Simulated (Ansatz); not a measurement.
Consider the ligand exchange at a B–Cl bond: `OB(Cl)O[SiH3]` + NH₃ → `NB(O)O[SiH3]` + HCl.

Program: Ansatz. Geometries: PBE0-D4/def2-TZVP. ΔE: electronic, gas phase. CCSD(T)/CBS adds triple-zeta CCSD(T) − MP2 to the extrapolated MP2 energy (def2 sets, frozen cores). This one scheme is used for every species. Functionals use def2-TZVPP. Each species was taken in one conformer, which may not be the lowest.

```
        level  ΔE (kcal/mol)
       r2SCAN           -0.9
CCSD/def2-SVP           -1.8
```

Problem. What does CCSD(T)/CBS give? (Best estimate.)

Solution. Computed: -1.4 kcal/mol. The listed levels differ from it by 0.5, -0.4 kcal/mol.

Largest T1 diagnostic among the species: 0.012.

From BLYP to BHLYP (50 % exact exchange), in def2-TZVPP and without D4, ΔE moves by −1.6 kcal/mol. In def2-TZVPP, CCSD(T) changes the Hartree–Fock value by +1.1 kcal/mol (the triples alone add +0.5 kcal/mol) and MP2 by +1.9 kcal/mol.
